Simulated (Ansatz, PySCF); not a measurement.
AsH5Si. Atoms are numbered in the order given.

```xyz
7

Si    -1.5654    -0.0055     0.0000
As     0.7988     0.0613     0.0000
H     -2.0492     0.7111     1.2086
H     -2.0492     0.7111    -1.2086
H     -2.1178    -1.3846     0.0000
H      0.8850    -0.9908     1.0974
H      0.8850    -0.9908    -1.0974
```
Charge 0, spin multiplicity 1.

The structure is a stationary point at PBE0-D3(BJ)/def2-TZVP.

Vertical ionisation energy (IE) and electron affinity (EA) in eV. Rows of orbital energies are one-electron estimates. Where ΔSCF, EOM or ADC give a negative EA the extra electron is unbound and the value depends on the basis.

| level | IE | EA |
|---|---|---|
| −ε(HOMO), −ε(LUMO), M06-2X/def2-TZVPD (PySCF) | … | … |
| −ε(HOMO), −ε(LUMO), PBE/def2-TZVPD (PySCF) | 6.52 | 0.84 |
| ΔSCF, CAM-B3LYP/def2-TZVPD (Ansatz), final states of multiplicity 2 and 2 | 9.77 | -1.15 |
| ΔSCF, PBE/def2-TZVPD (Ansatz), final states of multiplicity 2 and 2 | 9.64 | -0.94 |

**Question.** Some entries are withheld; supply them. (The exact figures need the calculation; the answer reports its results.)

**Answer.** 
- −ε(HOMO), −ε(LUMO), M06-2X/def2-TZVPD (PySCF), IE: 8.51
- −ε(HOMO), −ε(LUMO), M06-2X/def2-TZVPD (PySCF), EA: -0.28

**Question.** What vertical singlet–triplet gap does ΔSCF give with CAM-B3LYP/def2-TZVPD (Ansatz, a first-principles code) and with PBE/def2-TZVPD (Ansatz)? (The exact figures need the calculation; the answer reports its results.)

**Answer.** 5.56 and 5.30 eV (triplet above singlet where positive).
